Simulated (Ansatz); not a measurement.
Reaction (formal exchange of groups at a Ga–O bond): `[NH2][GaH][OH]` + `[AlH3]` → `[NH2][GaH][AlH2]` + H₂O

Isolated molecules relaxed with PBE0-D4/def2-TZVP in Ansatz; ΔE leaves out vibrations. CCSD(T)/CBS adds triple-zeta CCSD(T) − MP2 to the extrapolated MP2 energy (def2 sets, frozen cores). This one scheme is used for every species. Functionals use def2-TZVPP. B3LYP here is the variant with VWN-RPA as its local correlation; programs differ in this. For Ga outer-core shells are correlated without core-valence functions, which leaves a few kJ/mol of doubt a bond. Scalar relativity is left out up to krypton. One conformer a species, not always the lowest.

```tsv
level	ΔE (eV)
PBE0-D4	0.23
PBE	0.21
revPBE	0.21
B3LYP	0.37
CAM-B3LYP	0.45
HF/def2-SVP	0.58
MP2/def2-TZVPP	0.47
CCSD(T)/def2-TZVPP	0.38
```

What does CCSD(T)/CBS give? (Best estimate.)

Computed: +0.34 eV. The listed levels differ from it by -0.11, -0.13, -0.13, 0.03, 0.11, 0.24, 0.13, 0.04 eV.

Largest T1 diagnostic among the species: 0.015.

In def2-TZVPP, CCSD(T) changes the Hartree–Fock value by −0.15 eV (the triples alone add −0.01 eV) and MP2 by −0.06 eV. At CCSD(T), def2-SVP lies +0.14 eV from the extrapolated value and def2-TZVPP +0.04 eV. From PBE to PBE0 (25 % exact exchange), in def2-TZVPP and without D4, ΔE moves by +0.03 eV.
